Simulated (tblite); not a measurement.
Compound: C6H11FSSi.
Structure used (GFN2-xTB), in Å, numbered top down from 1:
```xyz
20
C6H11FSSi angstrom
C     -2.4937   -0.6170   -0.9540
C     -1.4814   -0.9496    0.1126
C     -1.0507    0.0661    1.1270
F     -0.9228   -0.3077    2.4298
C     -0.0707   -0.4190    0.0972
C      0.4515    0.5411   -0.9448
C      1.7008    1.2327   -0.4001
Si     2.7765   -0.1080    0.4237
S      1.2277   -1.5754    0.6243
H     -2.4549    0.4353   -1.2232
H     -3.4955   -0.8426   -0.5942
H     -2.3076   -1.2099   -1.8474
H     -1.5667   -1.9585    0.4995
H     -1.4166    1.0863    1.0714
H     -0.3167    1.2716   -1.2060
H      0.7018   -0.0247   -1.8462
H      2.2213    1.7615   -1.1966
H      1.4060    1.9771    0.3416
H      3.2855    0.2982    1.7265
H      3.8012   -0.6471   -0.4611
```

Level: GFN2-xTB in tblite, geometry and Hessian alike; calculated harmonic values, unscaled, isolated species. The method is semi-empirical: single wavenumbers can be off by several per cent or more. Modes of hydrogen on silicon can be 10 to 20 % off. One conformer, not necessarily the lowest.

Harmonic wavenumbers (cm⁻¹): 46.8, 112.2, 143.4, 150.2, 173.5, 211.1, 287.5, 313.0, 337.5, 421.5, 473.6, 503.4, 518.1, 520.9, 542.8, 594.1, 648.1, 711.6, 762.6, 781.3, 859.2, 894.0, 915.2, 949.1, 995.9, 1032.4, 1054.9, 1094.7, 1109.4, 1132.4, 1155.2, 1165.7, 1174.1, 1253.2, 1276.6, 1290.0, 1314.5, 1409.9, 1450.3, 1471.5, 1482.1, 1491.6, 1495.0, 2311.0, 2323.5, 2959.2, 2974.7, 2977.3, 3006.7, 3016.1, 3025.3, 3031.4, 3042.2, 3058.6.

A = 1840, B = 887.4, C = 782.0 MHz; mass 162.033 u (most abundant isotopes); point group C1, symmetry number 1.

Problem. Zero-point energy?

Solution. Half the sum of the wavenumbers: 33723 cm⁻¹ = 96.42 kcal/mol.

Problem. Give the ideal-gas entropy at 298.15 K and 1 bar in the rigid-rotor, harmonic-oscillator model (classical rotation).

Solution. Translation 41.18, rotation 29.91, vibration 29.06: S = 100.2 cal/(mol K).

Problem. And Cp and H(298.15 K) − H(0)?

Solution. Cp = 41.72 cal/(mol K), of which vibrations give 33.77 (their classical limit is 54 R = 107.3); H(298.15 K) − H(0) = 7.19 kcal/mol without the zero-point energy, 4.82 from vibrations.

Problem. How do the functions run with temperature in this model?

Solution. 
```json
{"T (K)": "100", "S (cal/(mol K))": "69.6", "Cp (cal/(mol K))": "18.4", "H − H(0) (kcal/mol)": "1.24", "G − H(0) (kcal/mol)": "-5.72", "ln q(vib)": "1.37"}
{"T (K)": "200", "S (cal/(mol K))": "86.0", "Cp (cal/(mol K))": "30.1", "H − H(0) (kcal/mol)": "3.67", "G − H(0) (kcal/mol)": "-13.52", "ln q(vib)": "3.85"}
{"T (K)": "300", "S (cal/(mol K))": "100.4", "Cp (cal/(mol K))": "41.9", "H − H(0) (kcal/mol)": "7.27", "G − H(0) (kcal/mol)": "-22.85", "ln q(vib)": "6.53"}
{"T (K)": "500", "S (cal/(mol K))": "126.8", "Cp (cal/(mol K))": "61.9", "H − H(0) (kcal/mol)": "17.77", "G − H(0) (kcal/mol)": "-45.62", "ln q(vib)": "12.08"}
{"T (K)": "800", "S (cal/(mol K))": "160.3", "Cp (cal/(mol K))": "80.4", "H − H(0) (kcal/mol)": "39.39", "G − H(0) (kcal/mol)": "-88.87", "ln q(vib)": "20.18"}
{"T (K)": "1000", "S (cal/(mol K))": "179.2", "Cp (cal/(mol K))": "88.3", "H − H(0) (kcal/mol)": "56.31", "G − H(0) (kcal/mol)": "-122.86", "ln q(vib)": "25.21"}
```

q(vib) and H(0) count from the zero-point level.

Problem. What must be added to the electronic energy to get the Gibbs energy at 298.15 K and 1 bar?

Solution. ZPE + [H(298.15 K) − H(0)] − T·S = 96.42 + 7.19 − 29.86 = 73.75 kcal/mol.

Hindered rotation and anharmonicity are outside this model. Other conformers, if any are populated, would add a mixing term that is left out. The structure is chiral; the term R ln 2 for an equal mix with its mirror image is left out.
